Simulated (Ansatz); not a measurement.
The same redistribution along the group Mg, Zn, Cd.

Computed with Ansatz on PBE0-D4/def2-TZVP structures; ΔE is electronic, products minus reactants. CBS: MP2 limit from def2 TZ/QZ plus the TZ coupled-cluster correction, frozen cores. DFT in def2-TZVPP. def2 core potentials past Kr. For Cd, Mg, Sn, Zn outer-core shells are correlated without core-valence functions, which leaves a few kJ/mol of doubt a bond. Scalar relativity is left out up to krypton. One conformer a species, not always the lowest.

```tsv
reaction	LDA (SPW92) (kcal/mol)	PBE-D4 (kcal/mol)	MP2/CBS(def2) (kcal/mol)
`C[S][Mg][F]` + `[SiH3][O][Sn][Cl]` → `[F][Mg][Cl]` + `C[S][Sn][O][SiH3]`	-11.1	-10.1	-10.7
`C[S][Zn][F]` + `[SiH3][O][Sn][Cl]` → `[F][Zn][Cl]` + `C[S][Sn][O][SiH3]`	0.0	0.9	-0.2
`C[S][Cd][F]` + `[SiH3][O][Sn][Cl]` → `[F][Cd][Cl]` + `C[S][Sn][O][SiH3]`	2.3	2.6	3.0
```

Task: Give the CCSD(T)/CBS values in the same order. (Estimate.)

Result: Ansatz gave: -10.3, -0.6, 1.8 kcal/mol.

Largest T1 diagnostic: 0.016, for `C[S][Sn][O][SiH3]`.
